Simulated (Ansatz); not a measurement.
`[SiH3][GaH][Cl]` + `[NH2][AlH][Cl]` → `[SiH3][NH][AlH][Cl]` + `[Cl][GaH2]` at 700 K and 1 bar (cleavage of the Si–Ga bond).

Computed with Ansatz on PBE0-D4/def2-TZVP structures; ΔE is electronic, products minus reactants. CCSD(T)/CBS adds triple-zeta CCSD(T) − MP2 to the extrapolated MP2 energy (def2 sets, frozen cores). For Ga outer-core shells are correlated without core-valence functions, which leaves a few kJ/mol of doubt a bond. Scalar relativity is left out up to krypton. One conformer a species, not always the lowest.

```csv
species,CCSD(T)/CBS energy (Eh),H − E (kJ/mol),S (J/(mol·K))
`[SiH3][GaH][Cl]`,-2675.24391,147.7,436.5
`[NH2][AlH][Cl]`,-758.40905,140.9,368.9
`[SiH3][NH][AlH][Cl]`,-1048.70845,205.7,463.6
`[Cl][GaH2]`,-2384.95520,74.2,315.7
```

H − E and S are ideal-gas, rigid-rotor, harmonic terms from PBE0-D4/def2-TZVP, for one conformer and one mirror image of each species. 1 Eh = 2625.50 kJ/mol, R = 8.31446 J/(mol·K).

Q: By hand: ΔE, ΔH, ΔS and ΔG.

A: ΔE = (-1048.70845) + (-2384.95520) − (-2675.24391) − (-758.40905) = -0.01069 Eh = -28.1 kJ/mol. Δ(H − E) = 205.7 + 74.2 − 147.7 − 140.9 = -8.7, so ΔH = -36.8 kJ/mol. ΔS = 463.6 + 315.7 − 436.5 − 368.9 = -26.1 J/(mol·K). ΔG = -36.8 − 700 × (-26.1)/1000 = -18.5 kJ/mol.

Q: By hand: the equilibrium constant, and the temperature at which ΔG would vanish if ΔH and ΔS stayed fixed.

A: log₁₀ K = −ΔG/(RT ln 10) = 1.4. ΔG = 0 at ΔH/ΔS = 1410 K.

TΔS isn't small against ΔH here. A doubt of 5 kJ/mol in ΔE shifts log₁₀ K by 0.4 here. Other conformers and mirror images would add mixing entropy, several J/(mol·K) or more a flexible species. Modes under 60 cm⁻¹, often nearly free rotors, make the harmonic entropy too high. These are equilibria of isolated gas molecules and say nothing of rates. Largest T1 diagnostic: 0.013 (customary marks: 0.02 for closed shells, 0.045 for open ones).
